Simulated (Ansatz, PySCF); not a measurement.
Species: sum formula HGeOCl₂, charge 1, multiplicity 1. It need not be the lowest isomer of its formula. 
Geometry from a B3LYP-D3(BJ)/def2-TZVP (Ansatz, an electronic-structure program) optimisation:
```
Ge
O 1 1.7086
H 2 0.9727 1 117.57
Cl 1 2.0529 2 115.20 3 180.00
Cl 1 2.0644 2 122.25 3 0.00
```
Charge +1, spin multiplicity 1.

Total electronic energies in hartree. Valence correlation only, unless marked. Spin-orbit coupling is left out. Frozen are the shells of the preceding noble gas and the d and f shells that filled before the atom's block. No relativistic terms. CBS(X,Y): correlation extrapolated as X^-3; Hartree-Fock from the larger set.

```tsv
level	program	energy (Eh)
HF/6-31G*	Ansatz	-3069.27358
HF/def2-SVP	Ansatz	-3068.99335
HF-D4/def2-TZVPD	PySCF + dftd4	-3069.69808
BLYP-D3(BJ)/def2-TZVPD	Ansatz + dftd3	-3073.13681
PBE0/def2-QZVPP	Ansatz	-3072.51109
TPSSh/def2-TZVPD	PySCF	-3073.06974
B2PLYP-D3(BJ)/def2-TZVPD	Ansatz + dftd3	-3072.36794
B2PLYP-D4/def2-TZVPD	Ansatz + dftd4	-3072.36650
MP2/STO-3G	Ansatz	-3035.30131
MP2/6-31G*	Ansatz	-3069.78943
SCS-MP2/6-31G	Ansatz	-3069.37232
CCSD/STO-3G	Ansatz	-3035.31905
CCSD/CBS(def2-TZVPP,def2-QZVPP)	Ansatz	-3070.5904
CCSD(T)/def2-SVP	Ansatz	-3069.57137
CCSD(T)/CBS(def2-TZVPP,def2-QZVPP)	Ansatz	-3070.6316
```

Totals of different functionals don't rank their quality; only differences between species are comparable.
